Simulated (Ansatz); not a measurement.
Consider the homolysis of the C–In bond: `N[CH2][InH2]` → `[CH2]N`• + `[InH2]`•.

Computed with Ansatz on PBE0-D4/def2-TZVP structures; ΔE is electronic, products minus reactants. CBS: MP2 limit from def2 TZ/QZ plus the TZ coupled-cluster correction, frozen cores. DFT in def2-TZVPP. HSE06 is defined as in plane-wave codes. Open shells (•) are unrestricted, without spin–orbit coupling. Elements past krypton have def2 core potentials. For In outer-core shells are correlated without core-valence functions, which leaves a few kJ/mol of doubt a bond. Each species was taken in one conformer, which may not be the lowest.

```csv
level,ΔE (kcal/mol),difference from CCSD(T)/CBS
PBE-D4,49.6,-6.6
revPBE-D4,47.3,-8.9
B97M-V,51.2,-5.0
HSE06-D4,49.8,-6.4
BHLYP-D4,47.1,-9.1
ωB97M-V,53.0,-3.2
revPBE,43.8,-12.4
BLYP,42.4,-13.8
PBE0,48.5,-7.7
r2SCANh,46.1,-10.1
BHLYP,44.8,-11.4
RPA@PBE/def2-TZVPP,51.3,-4.9
CCSD/def2-SVP,47.8,-8.4
MP2/def2-TZVPP,57.7,1.5
CCSD(T)/def2-TZVPP,53.8,-2.4
HF/def2-QZVPP,28.1,-28.1
CCSD(T)/CBS,56.2,0
```

Largest T1 diagnostic among the species: 0.018.

From BLYP to BHLYP (50 % exact exchange), in def2-TZVPP and without D4, ΔE moves by +2.4 kcal/mol. At CCSD(T), def2-SVP lies −7.1 kcal/mol from the extrapolated value and def2-TZVPP −2.4 kcal/mol: correlation converges slowly with the basis, and small sets miss more of it in the bonded molecule than in its fragments. In def2-TZVPP, CCSD(T) changes the Hartree–Fock value by +25.6 kcal/mol (the triples alone add +2.1 kcal/mol) and MP2 by +29.5 kcal/mol; breaking electron pairs costs correlation energy, which Hartree–Fock lacks.
